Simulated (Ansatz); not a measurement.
Ansatz (a first-principles code) input (HF/3-21G): The .json file is the Basis Set Exchange's 3-21G.

Ansatz 0.2 input:
```yaml
crystal:
  periodic: [false, false, false]
  atoms:
    - {symbol: C, position_ang: [-2.34498019, -0.25488282, -0.03084785]}
    - {symbol: C, position_ang: [-0.92498661, 0.32568944, -0.17262028]}
    - {symbol: C, position_ang: [0.12430042, -0.71050049, 0.27418628]}
    - {symbol: C, position_ang: [1.51841895, -0.26641311, 0.18239394]}
    - {symbol: O, position_ang: [1.79766662, 0.89527676, -0.23982021]}
    - {symbol: H, position_ang: [-2.47016163, -1.13722423, -0.64763324]}
    - {symbol: H, position_ang: [-3.07298918, 0.48040515, -0.34700894]}
    - {symbol: H, position_ang: [-2.55917676, -0.51750478, 0.99860370]}
    - {symbol: H, position_ang: [-0.83069079, 1.21827247, 0.43219378]}
    - {symbol: H, position_ang: [-0.74228466, 0.60279284, -1.20278042]}
    - {symbol: H, position_ang: [-0.03649985, -1.02283909, 1.30926793]}
    - {symbol: H, position_ang: [0.05100619, -1.63205233, -0.30906008]}
    - {symbol: H, position_ang: [2.32074589, -0.92536284, 0.47383631]}
    - {symbol: H, position_ang: [2.72220225, 1.20794061, -0.30752991]}
basis:
  gaussian:
    orbitals: 3-21G.json
hamiltonian:
  xc: {name: HF}
total_charge: 1
phonons: {temperatures: {t_min: 298.15, t_max: 298.15, t_step: 100}}
```

Output:

```
Functional definition: HF
integrals: 0.02 GiB planned
839 factors; integrals over basis functions are off by at most 6.0e-4 eV
mean field: 0.16 GiB planned
mean field evaluation 1: about -6254.9567 eV, gradient 4.1e1 eV
mean field evaluation 2: about -6255.2404 eV, gradient 4.1e1 eV
mean field evaluation 4: about -6258.9586 eV, gradient 3.9e0 eV
mean field evaluation 8: about -6259.0029 eV, gradient 6.5e-4 eV
mean field -6259.00287103 eV, -230.0141130059 hartree, gradient 3.3e-5 eV, S^2 0.000000; 0 other end points of the search recorded, 0 dependent functions left out
the calculation of the forces begins
reference -6259.00287103 eV, -230.0141130059 hartree; 20, 20 occupied and 43, 43 virtual orbitals, 839 factors
these checks for a lower state are left out or cut short: stability, starts, cluster_reference, orbital_swaps, neighbouring_geometries, increment
integrals: 0.02 GiB planned
839 factors; integrals over basis functions are off by at most 6.0e-4 eV
mean field: 0.16 GiB planned
mean field evaluation 16: about -6259.0027 eV, gradient 6.9e-4 eV
mean field -6259.00268044 eV, -230.0141060017 hartree, gradient 1.1e-6 eV, S^2 0.000000; 0 other end points of the search recorded, 0 dependent functions left out
the calculation of the forces begins
reference -6259.00268044 eV, -230.0141060017 hartree; 20, 20 occupied and 43, 43 virtual orbitals, 839 factors
these checks for a lower state are left out or cut short: stability, starts, cluster_reference, orbital_swaps, neighbouring_geometries, increment
integrals: 0.02 GiB planned
839 factors; integrals over basis functions are off by at most 6.0e-4 eV
mean field: 0.16 GiB planned
mean field evaluation 32: about -6259.0027 eV, gradient 1.1e-6 eV
mean field -6259.00267745 eV, -230.0141058918 hartree, gradient 1.1e-6 eV, S^2 0.000000; 0 other end points of the search recorded, 0 dependent functions left out
the calculation of the forces begins
reference -6259.00267745 eV, -230.0141058918 hartree; 20, 20 occupied and 43, 43 virtual orbitals, 839 factors
these checks for a lower state are left out or cut short: stability, starts, cluster_reference, orbital_swaps, neighbouring_geometries, increment
integrals: 0.02 GiB planned
839 factors; integrals over basis functions are off by at most 6.0e-4 eV
mean field: 0.16 GiB planned
mean field -6259.00269635 eV, -230.0141065865 hartree, gradient 1.1e-6 eV, S^2 0.000000; 0 other end points of the search recorded, 0 dependent functions left out
the calculation of the forces begins
reference -6259.00269635 eV, -230.0141065865 hartree; 20, 20 occupied and 43, 43 virtual orbitals, 839 factors
these checks for a lower state are left out or cut short: stability, starts, cluster_reference, orbital_swaps, neighbouring_geometries, increment
integrals: 0.02 GiB planned
839 factors; integrals over basis functions are off by at most 6.0e-4 eV
mean field: 0.16 GiB planned
mean field -6259.00269141 eV, -230.0141064048 hartree, gradient 1.1e-6 eV, S^2 0.000000; 0 other end points of the search recorded, 0 dependent functions left out
the calculation of the forces begins
reference -6259.00269141 eV, -230.0141064048 hartree; 20, 20 occupied and 43, 43 virtual orbitals, 839 factors
these checks for a lower state are left out or cut short: stability, starts, cluster_reference, orbital_swaps, neighbouring_geometries, increment
integrals: 0.02 GiB planned
839 factors; integrals over basis functions are off by at most 6.0e-4 eV
mean field: 0.16 GiB planned
mean field -6259.00269002 eV, -230.0141063538 hartree, gradient 1.1e-6 eV, S^2 0.000000; 0 other end points of the search recorded, 0 dependent functions left out
the calculation of the forces begins
reference -6259.00269002 eV, -230.0141063538 hartree; 20, 20 occupied and 43, 43 virtual orbitals, 839 factors
these checks for a lower state are left out or cut short: stability, starts, cluster_reference, orbital_swaps, neighbouring_geometries, increment
integrals: 0.02 GiB planned
839 factors; integrals over basis functions are off by at most 6.0e-4 eV
mean field: 0.16 GiB planned
mean field evaluation 64: about -6259.0027 eV, gradient 6.9e-4 eV
mean field -6259.00270112 eV, -230.0141067619 hartree, gradient 1.1e-6 eV, S^2 0.000000; 0 other end points of the search recorded, 0 dependent functions left out
the calculation of the forces begins
reference -6259.00270112 eV, -230.0141067619 hartree; 20, 20 occupied and 43, 43 virtual orbitals, 839 factors
these checks for a lower state are left out or cut short: stability, starts, cluster_reference, orbital_swaps, neighbouring_geometries, increment
integrals: 0.02 GiB planned
839 factors; integrals over basis functions are off by at most 6.0e-4 eV
mean field: 0.16 GiB planned
[...]
mean field -6259.00284661 eV, -230.0141121082 hartree, gradient 1.1e-6 eV, S^2 0.000000; 0 other end points of the search recorded, 0 dependent functions left out
the calculation of the forces begins
reference -6259.00284661 eV, -230.0141121082 hartree; 20, 20 occupied and 43, 43 virtual orbitals, 839 factors
these checks for a lower state are left out or cut short: stability, starts, cluster_reference, orbital_swaps, neighbouring_geometries, increment
integrals: 0.02 GiB planned
839 factors; integrals over basis functions are off by at most 6.0e-4 eV
mean field: 0.16 GiB planned
mean field evaluation 384: about -6259.0028 eV, gradient 1.1e-6 eV
mean field -6259.00284979 eV, -230.0141122253 hartree, gradient 1.1e-6 eV, S^2 0.000000; 0 other end points of the search recorded, 0 dependent functions left out
the calculation of the forces begins
reference -6259.00284979 eV, -230.0141122253 hartree; 20, 20 occupied and 43, 43 virtual orbitals, 839 factors
these checks for a lower state are left out or cut short: stability, starts, cluster_reference, orbital_swaps, neighbouring_geometries, increment
integrals: 0.02 GiB planned
839 factors; integrals over basis functions are off by at most 6.0e-4 eV
mean field: 0.16 GiB planned
mean field -6259.00277430 eV, -230.0141094510 hartree, gradient 1.1e-6 eV, S^2 0.000000; 0 other end points of the search recorded, 0 dependent functions left out
the calculation of the forces begins
reference -6259.00277430 eV, -230.0141094510 hartree; 20, 20 occupied and 43, 43 virtual orbitals, 839 factors
these checks for a lower state are left out or cut short: stability, starts, cluster_reference, orbital_swaps, neighbouring_geometries, increment
integrals: 0.02 GiB planned
839 factors; integrals over basis functions are off by at most 6.0e-4 eV
mean field: 0.16 GiB planned
mean field -6259.00277223 eV, -230.0141093751 hartree, gradient 1.1e-6 eV, S^2 0.000000; 0 other end points of the search recorded, 0 dependent functions left out
the calculation of the forces begins
reference -6259.00277223 eV, -230.0141093751 hartree; 20, 20 occupied and 43, 43 virtual orbitals, 839 factors
these checks for a lower state are left out or cut short: stability, starts, cluster_reference, orbital_swaps, neighbouring_geometries, increment
integrals: 0.02 GiB planned
839 factors; integrals over basis functions are off by at most 6.0e-4 eV
mean field: 0.16 GiB planned
mean field -6259.00280326 eV, -230.0141105152 hartree, gradient 1.1e-6 eV, S^2 0.000000; 0 other end points of the search recorded, 0 dependent functions left out
the calculation of the forces begins
reference -6259.00280326 eV, -230.0141105152 hartree; 20, 20 occupied and 43, 43 virtual orbitals, 839 factors
these checks for a lower state are left out or cut short: stability, starts, cluster_reference, orbital_swaps, neighbouring_geometries, increment
integrals: 0.02 GiB planned
839 factors; integrals over basis functions are off by at most 6.0e-4 eV
mean field: 0.16 GiB planned
mean field evaluation 416: about -6259.0028 eV, gradient 6.9e-4 eV
mean field -6259.00280909 eV, -230.0141107294 hartree, gradient 1.1e-6 eV, S^2 0.000000; 0 other end points of the search recorded, 0 dependent functions left out
the calculation of the forces begins
reference -6259.00280909 eV, -230.0141107294 hartree; 20, 20 occupied and 43, 43 virtual orbitals, 839 factors
these checks for a lower state are left out or cut short: stability, starts, cluster_reference, orbital_swaps, neighbouring_geometries, increment
integrals: 0.02 GiB planned
839 factors; integrals over basis functions are off by at most 6.0e-4 eV
mean field: 0.16 GiB planned
mean field -6259.00282558 eV, -230.0141113355 hartree, gradient 1.1e-6 eV, S^2 0.000000; 0 other end points of the search recorded, 0 dependent functions left out
the calculation of the forces begins
reference -6259.00282558 eV, -230.0141113355 hartree; 20, 20 occupied and 43, 43 virtual orbitals, 839 factors
these checks for a lower state are left out or cut short: stability, starts, cluster_reference, orbital_swaps, neighbouring_geometries, increment
integrals: 0.02 GiB planned
839 factors; integrals over basis functions are off by at most 6.0e-4 eV
mean field: 0.16 GiB planned
mean field -6259.00283103 eV, -230.0141115360 hartree, gradient 1.1e-6 eV, S^2 0.000000; 0 other end points of the search recorded, 0 dependent functions left out
the calculation of the forces begins
reference -6259.00283103 eV, -230.0141115360 hartree; 20, 20 occupied and 43, 43 virtual orbitals, 839 factors
these checks for a lower state are left out or cut short: stability, starts, cluster_reference, orbital_swaps, neighbouring_geometries, increment
integrals: 0.02 GiB planned
839 factors; integrals over basis functions are off by at most 6.0e-4 eV
mean field: 0.16 GiB planned
mean field evaluation 448: about -6259.0028 eV, gradient 1.1e-6 eV
mean field -6259.00284330 eV, -230.0141119867 hartree, gradient 1.1e-6 eV, S^2 0.000000; 0 other end points of the search recorded, 0 dependent functions left out
the calculation of the forces begins
reference -6259.00284330 eV, -230.0141119867 hartree; 20, 20 occupied and 43, 43 virtual orbitals, 839 factors
these checks for a lower state are left out or cut short: stability, starts, cluster_reference, orbital_swaps, neighbouring_geometries, increment
integrals: 0.02 GiB planned
839 factors; integrals over basis functions are off by at most 6.0e-4 eV
mean field: 0.16 GiB planned
mean field -6259.00283566 eV, -230.0141117061 hartree, gradient 1.1e-6 eV, S^2 0.000000; 0 other end points of the search recorded, 0 dependent functions left out
the calculation of the forces begins
reference -6259.00283566 eV, -230.0141117061 hartree; 20, 20 occupied and 43, 43 virtual orbitals, 839 factors
these checks for a lower state are left out or cut short: stability, starts, cluster_reference, orbital_swaps, neighbouring_geometries, increment
integrals: 0.02 GiB planned
839 factors; integrals over basis functions are off by at most 6.0e-4 eV
mean field: 0.16 GiB planned
mean field -6259.00279819 eV, -230.0141103289 hartree, gradient 1.1e-6 eV, S^2 0.000000; 0 other end points of the search recorded, 0 dependent functions left out
the calculation of the forces begins
reference -6259.00279819 eV, -230.0141103289 hartree; 20, 20 occupied and 43, 43 virtual orbitals, 839 factors
these checks for a lower state are left out or cut short: stability, starts, cluster_reference, orbital_swaps, neighbouring_geometries, increment
integrals: 0.02 GiB planned
839 factors; integrals over basis functions are off by at most 6.0e-4 eV
mean field: 0.16 GiB planned
mean field -6259.00279988 eV, -230.0141103911 hartree, gradient 1.1e-6 eV, S^2 0.000000; 0 other end points of the search recorded, 0 dependent functions left out
the calculation of the forces begins
reference -6259.00279988 eV, -230.0141103911 hartree; 20, 20 occupied and 43, 43 virtual orbitals, 839 factors
Total energy: -6259.00287103 eV, -230.0141130059 hartree
Atom 0 at    -2.344980    -0.254883    -0.030848 Å, force     0.001381     0.000633    -0.000164 eV/Å
Atom 1 at    -0.924987     0.325689    -0.172620 Å, force    -0.000143    -0.002104     0.000784 eV/Å
Atom 2 at     0.124300    -0.710500     0.274186 Å, force    -0.000456     0.002241    -0.000868 eV/Å
Atom 3 at     1.518419    -0.266413     0.182394 Å, force     0.001151     0.000525    -0.000136 eV/Å
Atom 4 at     1.797667     0.895277    -0.239820 Å, force     0.000637    -0.000872     0.000363 eV/Å
Atom 5 at    -2.470162    -1.137224    -0.647633 Å, force    -0.000338     0.000180     0.000221 eV/Å
Atom 6 at    -3.072989     0.480405    -0.347009 Å, force    -0.000136    -0.000394     0.000141 eV/Å
Atom 7 at    -2.559177    -0.517505     0.998604 Å, force    -0.000309    -0.000022    -0.000315 eV/Å
Atom 8 at    -0.830691     1.218272     0.432194 Å, force     0.000131     0.000361    -0.000163 eV/Å
Atom 9 at    -0.742285     0.602793    -1.202780 Å, force     0.000128     0.000383    -0.000103 eV/Å
Atom 10 at    -0.036500    -1.022839     1.309268 Å, force     0.000027    -0.000648     0.000239 eV/Å
Atom 11 at     0.051006    -1.632052    -0.309060 Å, force     0.000027    -0.000644     0.000250 eV/Å
Atom 12 at     2.320746    -0.925363     0.473836 Å, force    -0.001549    -0.001071     0.000319 eV/Å
Atom 13 at     2.722202     1.207941    -0.307530 Å, force    -0.000550     0.001432    -0.000569 eV/Å
Dipole moment:     1.490890    -0.210289     0.159777 e Å
Vibrations: 78.08 145.13 217.26 255.51 373.80 653.12 685.43 815.86 899.12 939.18 1017.85 1063.55 1116.42 1196.49 1281.21 1290.67 1393.45 1458.60 1466.35 1472.46 1512.43 1554.88 1592.35 1654.92 1667.47 1670.28 1721.85 3147.21 3170.42 3207.44 3239.52 3260.37 3287.03 3290.87 3307.78 3738.83 cm⁻¹, zero-point energy 3.647813 eV
```

The blocks after the first are displaced geometries, from whose forces the wavenumbers follow.

The dipole moment of an ion depends on the origin.
